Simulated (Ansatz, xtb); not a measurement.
**C5H6Cl2O: which of two isomers lies lower**

Structure X: `CC(=O)/C(Cl)=C(\C)Cl`, a singlet. Structure Y: `C=C(Cl)/C(Cl)=C(/C)O`, a singlet. Both are isolated molecules in the gas phase, relaxed with B3LYP-D3(BJ)/def2-SVP; the shapes shown needn't be the lowest conformers.

X (Å):

```xyz
14

C    -0.7743    3.4610   -1.8955
C    -0.8114    3.0027   -0.4533
C    -0.1368    1.6956   -0.1194
C    -0.0851    1.1428    1.1204
C    -0.6657    1.6897    2.3842
Cl    0.6200    0.8701   -1.4681
Cl    0.7327   -0.3794    1.3534
O    -1.3688    3.6737    0.3937
H    -1.3070    4.4174   -1.9628
H     0.2634    3.5776   -2.2436
H    -1.2442    2.7159   -2.5556
H    -1.3762    0.9590    2.8040
H    -1.1686    2.6430    2.2030
H     0.1378    1.8192    3.1274
```

Y (Å):

```yaml
atoms:
  - { symbol: C, position_ang: [1.0953, -0.9561, 0.7801] }
  - { symbol: C, position_ang: [0.9111, 0.2580, 0.2498] }
  - { symbol: C, position_ang: [-0.2605, 0.6792, -0.5305] }
  - { symbol: C, position_ang: [-0.8342, -0.0604, -1.5105] }
  - { symbol: C, position_ang: [-2.0213, 0.3457, -2.3268] }
  - { symbol: Cl, position_ang: [2.1654, 1.4835, 0.4323] }
  - { symbol: Cl, position_ang: [-0.9286, 2.2523, -0.1148] }
  - { symbol: O, position_ang: [-0.3279, -1.2953, -1.7827] }
  - { symbol: H, position_ang: [2.0219, -1.2111, 1.2964] }
  - { symbol: H, position_ang: [0.3203, -1.7163, 0.6783] }
  - { symbol: H, position_ang: [-1.7802, 0.2702, -3.4026] }
  - { symbol: H, position_ang: [-2.8717, -0.3299, -2.1280] }
  - { symbol: H, position_ang: [-2.3325, 1.3728, -2.1122] }
  - { symbol: H, position_ang: [-0.7020, -1.6124, -2.6148] }
```

Question: Estimate which is lower in electronic energy at CCSD(T)/def2-SVP + ΔMP2/def2-TZVPP, and by roughly how much.

Answer: The CCSD(T)/def2-SVP + ΔMP2/def2-TZVPP calculation puts structure X lower, by 13.1 kcal/mol.

How the difference moves with the method:

| level | geometry | E(Y) − E(X) (kcal/mol) | departure from the last row (kcal/mol) | job, with rough time for the two |
| --- | --- | --- | --- | --- |
| GFN2-xTB | GFN2-xTB | +12.2 | −0.9 | optimisation, 0.35 s |
| HF/STO-3G | GFN2-xTB | +18.9 | +5.8 | single point, 0.86 s |
| r2SCAN-D4/def2-SVP | GFN2-xTB | +18.1 | +4.9 | single point, 9.9 s |
| B3LYP-D3(BJ)/def2-SVP | B3LYP-D3(BJ)/def2-SVP | +16.9 | +3.7 | optimisation, 2.8 min |
| HF/def2-SVP | B3LYP-D3(BJ)/def2-SVP | +16.3 | +3.2 | part of the CCSD(T) run |
| MP2/def2-SVP | B3LYP-D3(BJ)/def2-SVP | +17.3 | +4.1 | part of the CCSD(T) run |
| CCSD(T)/def2-SVP | B3LYP-D3(BJ)/def2-SVP | +16.6 | +3.5 | single point |
| CCSD(T)/def2-SVP + ΔMP2/def2-TZVPP | B3LYP-D3(BJ)/def2-SVP | +13.1 |  | single point, 4.2 min |

As drawn, Y has 1 C=C, 1 C–O, 1 O–H in place of 1 C–C, 1 C=O, 1 C–H.

None of the levels shown reverses the order. The largest departure from CCSD(T)/def2-SVP + ΔMP2/def2-TZVPP is that of HF/STO-3G, 5.8 kcal/mol. A small imaginary or near-zero mode remains, so no thermal terms are given. The last row adds to CCSD(T) the change of the MP2 difference between the two basis sets, here −3.5 kcal/mol, a large step that makes the value less sure.

The correlated steps freeze 16 core orbitals. Programs: Ansatz 0.2.0, xtb 6.7.1; the last row on 2 threads of Arm Neoverse V1 on a shared host.
